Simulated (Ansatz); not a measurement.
The cluster Na₂Cl₂. The state is a quintet with charge 0. Geometry PBE0-D4/def2-TZVP; atoms count from 1.

```xyz
4

Na   -0.7353   -1.1648   -1.6340
Na    0.7370    1.1643    1.6336
Cl   -0.3544   -2.7437    2.1153
Cl    0.3526    2.7442   -2.1149
```

In the quintet geometry the species has come apart into loosely held pieces. At PBE0-D4/def2-TZVP a singlet of charge 0 lies 9.97 eV below the quintet, each at its own geometry. The structure comes from a short search, and lower isomers may exist.

(1) Estimate the Mulliken populations from the PBE0/def2-TZVP orbitals of Ansatz.

(2) Where does the spin sit?

Results:

(1) 
```csv
atom,charge (e),spin (α − β)
Na1,-0.03,1.00
Na2,-0.03,1.00
Cl3,0.03,1.00
Cl4,0.03,1.00
```
Mulliken values depend strongly on the basis.

(2) Summed by element: Na 1.99, Cl 2.01, of 4 unpaired in all. Largest on single atoms: Cl4 1.00, Cl3 1.00, Na2 1.00.
